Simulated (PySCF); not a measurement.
C4H13GeO4 (cation, charge +1), SMILES C[O][Ge]([O]C)([OH+]C)[O]C, singlet, GFN2-xTB optimised geometry.

```
22

C      2.24     1.15    -0.37
O      1.29     0.13     0.00
Ge    -0.40     0.13     0.00
O     -1.18    -1.21     0.69
C     -0.63    -2.45     1.18
O     -1.18     1.64     0.00
C     -2.56     1.99     0.24
O     -0.80    -0.44    -2.13
C     -0.99     0.43    -3.25
H      1.92     2.14    -0.04
H      3.16     0.87     0.14
H      2.39     1.14    -1.45
H     -1.46    -2.94     1.69
H      0.18    -2.27     1.89
H     -0.27    -3.07     0.36
H     -3.16     1.77    -0.64
H     -2.96     1.48     1.11
H     -2.55     3.07     0.42
H     -1.22    -1.30    -2.31
H     -2.05     0.52    -3.50
H     -0.59     1.41    -2.97
H     -0.43     0.05    -4.11
```

Density from PBE0/def2-SVP (PySCF) at that geometry.

Minimum of the electron density along straight lines between bonded atoms, close to the bond critical point (lines longer than 1.1 times the sum of covalent radii, or with two minima, are not listed):

```csv
bond,length / Å,ρ at the minimum / e bohr⁻³,∇²ρ there / e bohr⁻⁵,position (fraction from the first atom)
C1–O2,1.438,0.224,-0.16,0.34
O2–Ge3,1.690,0.167,0.92,0.52
Ge3–O4,1.698,0.165,0.90,0.47
O4–C5,1.440,0.223,-0.16,0.66
Ge3–O6,1.698,0.164,0.90,0.47
O6–C7,1.438,0.224,-0.16,0.66
O8–C9,1.435,0.229,-0.16,0.67
C1–H10,1.089,0.286,-1.12,0.64
C1–H11,1.090,0.286,-1.14,0.65
C1–H12,1.089,0.285,-1.11,0.64
C5–H13,1.090,0.286,-1.14,0.65
C5–H14,1.089,0.286,-1.12,0.65
C5–H15,1.089,0.285,-1.11,0.64
C7–H16,1.089,0.285,-1.11,0.64
C7–H17,1.089,0.286,-1.12,0.65
C7–H18,1.090,0.286,-1.14,0.65
O8–H19,0.967,0.347,-2.54,0.82
C9–H20,1.090,0.285,-1.12,0.65
C9–H21,1.088,0.286,-1.13,0.65
C9–H22,1.091,0.285,-1.12,0.65
```
